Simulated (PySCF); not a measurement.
# Computed NMR parameters against published values

Cartesian coordinates in Å; atom numbers follow the order of the lines, from 1:
```xyz
21

C    -3.2377    0.0215   -0.4912
C    -2.0197   -0.5627    0.2140
C    -0.7687    0.2808   -0.0180
C     0.4572   -0.2994    0.6879
C     1.6929    0.5272    0.4221
C     2.4756    0.3115   -0.8374
C     3.0515   -0.1022    0.4833
H    -3.0644    0.0807   -1.5635
H    -3.4478    1.0237   -0.1241
H    -4.1150   -0.5978   -0.3194
H    -1.8433   -1.5774   -0.1508
H    -2.2170   -0.6284    1.2867
H    -0.9449    1.2969    0.3434
H    -0.5654    0.3425   -1.0897
H     0.2693   -0.3403    1.7647
H     0.6235   -1.3214    0.3397
H     1.6128    1.5490    0.7748
H     2.9007    1.1667   -1.3403
H     2.1479   -0.4662   -1.5105
H     3.1127   -1.1580    0.7009
H     3.8710    0.4703    0.8910
```

- geometry: GFN2-xTB
- σ from GIAO-PBE0/pcSseg-1
- program: PySCF 2.14
- one averaged value for each set of equivalent atoms, no solvent, single conformer, no relativistic terms

Reference values: measured (solution, not stated per compound (mostly CDCl3 or CCl4); Pretsch, Buehlmann, Badertscher, Structure Determination of Organic Compounds, 4th ed. (2009)).
```csv
atoms,quantity,reference,computed,"computed, scaled"
C5,δ ¹³C,10.9,14.8,12.3
C6/C7,δ ¹³C,4.4,6.4,4.1
```

Computed shifts are σ(ref) − σ with the named reference compound (TMS for H and C) calculated as an isolated molecule at the same level. The measured values may be among those fitted. Scaled to experiment by linear calibration (H and C: mostly CDCl3 data, vs TMS): ¹³C (scatter 2.1 ppm rms, 2.3 ppm with the 13 outliers that the fit left out). Occasional misses reach two or three times the rms, and more in compound classes unlike the fitted ones.

**Question.** How far are the unscaled ¹³C shifts from the references?

**Answer.** Mean signed difference +2.95 ppm, mean absolute 2.95 ppm over 2 comparisons; the largest is +3.9 ppm at C5 (three-membered-ring carbon).
